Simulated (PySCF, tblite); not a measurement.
Isomers of C8H6N (doublet state). Calculated harmonic vibrations of the isolated species, GFN2-xTB (tblite), most abundant isotopes, no scaling. Against measured fundamentals such values can be off by several per cent, at times by over 20. One conformer each. Open shells enter through the occupations alone, without spin polarisation, and single modes of such species can be off by tens of per cent.

Electronic energies: B3LYP/pcH-1 single points on the GFN2-xTB geometries (PySCF, gas phase).

```
              SMILES  electronic energy, lowest = 0 (kcal/mol)
 C=C1[C]=C(CC#N)C=C1                                      45.5
C=C1C=CC([CH]C#N)=C1                                       0.0
     C#Cc1ccccc1[NH]                                      11.8
```

**Question.** How do GFN2-xTB zero-point energies change the relative energies?

**Answer.** 
```
              SMILES  ZPE (kcal/mol)  of it from modes above 1550 cm⁻¹  electronic (kcal/mol)  with ZPE, lowest = 0 (kcal/mol)  lowest mode (cm⁻¹)  rings
C=C1C=CC([CH]C#N)=C1            68.2                              34.7                    0.0                              0.0                  74      1
     C#Cc1ccccc1[NH]            68.5                              32.7                   11.8                             12.1                  97      1
 C=C1[C]=C(CC#N)C=C1            68.3                              36.7                   45.5                             45.6                  29      1
```

The zero-point energies span 0.3 kcal/mol, from `C=C1C=CC([CH]C#N)=C1` to `C#Cc1ccccc1[NH]`. The order is unchanged.

**Question.** And how do the electronic energies of GFN2-xTB itself compare?

**Answer.** `C=C1C=CC([CH]C#N)=C1` 0.0; `C#Cc1ccccc1[NH]` 2.8; `C=C1[C]=C(CC#N)C=C1` 44.8 kcal/mol, lowest = 0. Against the energies above, taken from the same isomer `C=C1C=CC([CH]C#N)=C1`, the largest difference is 9.0 kcal/mol.

**Question.** What do entropy and thermal enthalpy add at 298.15 K and 1 bar (rigid rotor, harmonic oscillator, one conformer each)?

**Answer.** 
```
              SMILES  point group  symmetry number  S (cal/(mol K))  H − H(0) (kcal/mol)  ZPE + H − H(0) − TS (kcal/mol)
C=C1C=CC([CH]C#N)=C1           Cs                1             89.6                 5.70                            47.2
     C#Cc1ccccc1[NH]           Cs                1             88.2                 5.60                            47.8
 C=C1[C]=C(CC#N)C=C1           C1                1             92.9                 5.88                            46.5
```

S holds R ln(2S + 1) for the spin.
